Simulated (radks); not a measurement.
Results of a calculation; reference values are marked as such.
Question: All-electron atom: Kr29+ in [He] 2s2 2p3. Code: a radial shooting solver on a logarithmic mesh with Libxc functionals. Model: scalar-relativistic Kohn-Sham, revPBE, spin-polarised, spherical densities, point nucleus; open shells are filled with parallel spins first. Some entries of the table are withheld. Estimate them.

| orbital | occ. | eigenvalue (eV) | <1/r> (bohr^-1) | r(max) (bohr) |
|---|---|---|---|---|
| 1s up | 1 | -16064.92 | 36.82 | 0.02706 |
| 1s down | 1 | -16042.50 | 36.87 | 0.02704 |
| 2s up | 1 | (1) | 8.633 | (2) |
| 2s down | 1 | (3) | 8.569 | (4) |
| 2p up | 3 | -3343.138 | 8.415 | 0.1184 |
| 2p down | 0 | -3293.793 | 8.370 | 0.1191 |
| 3s up | 0 | -1453.066 | 3.618 | 0.3938 |
| 3s down | 0 | -1442.601 | 3.600 | 0.3957 |
| 3p up | 0 | -1400.939 | 3.539 | 0.3738 |
| 3p down | 0 | -1389.134 | 3.523 | 0.3763 |

Answer: 
(1) 2s up eigenvalue (eV): -3507.060
(2) 2s up r(max) (bohr): 0.1496
(3) 2s down eigenvalue (eV): -3466.706
(4) 2s down r(max) (bohr): 0.1501
